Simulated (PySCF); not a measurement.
How methods differ on the excitation energy of Tl²⁺

Tl²⁺ [Xe] 4f14 5d10 6s1 (2S) → Tl²⁺ [Xe] 4f14 5d9 6s2 (2D), as a difference of total energies. All numbers are calculated (PySCF 2.14, the spin-free X2C one-electron Hamiltonian (Gaussian nucleus), in x2c-QZVPPall). Correlated levels: valence and next inner shell: [Kr] 4d10 4f14 frozen. The calculations carry no spin-orbit coupling.

| method | excitation energy (cm⁻¹) |
| --- | --- |
| UHF | 77056 |
| LDA | 69564 |
| PBE | 69832 |
| PBE0 | 72592 |
| r2SCAN | 71962 |
| MP2 (valence and next inner shell) | 71974 |
| SCS-MP2 (valence and next inner shell) | 71468 |

A first-order spin-orbit estimate (lowest level to lowest level, LS coupling) adds -0.934 eV.
